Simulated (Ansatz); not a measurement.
A structure relaxed at PBE0-D4/def2-TZVP, charge 0, multiplicity 1:

| atom | x (Å) | y (Å) | z (Å) |
| --- | --- | --- | --- |
| B1 | -0.758 | -0.727 | -1.493 |
| C2 | 0.604 | -0.655 | -0.753 |
| B3 | 0.291 | -0.238 | 0.722 |
| C4 | -0.002 | 1.225 | 1.170 |
| Cl5 | 0.268 | -1.505 | 1.955 |
| H6 | -1.233 | -1.775 | -1.819 |
| H7 | -1.373 | 0.277 | -1.716 |
| H8 | 1.160 | 0.195 | -1.174 |
| H9 | 1.176 | -1.581 | -0.806 |
| H10 | -0.226 | 1.892 | 0.336 |
| H11 | -0.804 | 1.282 | 1.909 |
| H12 | 0.896 | 1.611 | 1.670 |

Question: Give its formula and SMILES.

Answer: C2H7B2Cl, `BCB(C)Cl`.

Question: Summarise the bond lengths by kind.

Answer: 3 × B–C 1.552 to 1.564 Å; 2 × B–H 1.196 to 1.198 Å; 5 × C–H 1.090 to 1.099 Å; 1 × B–Cl 1.769 Å.

Results of the Gaussian-basis code of Ansatz.
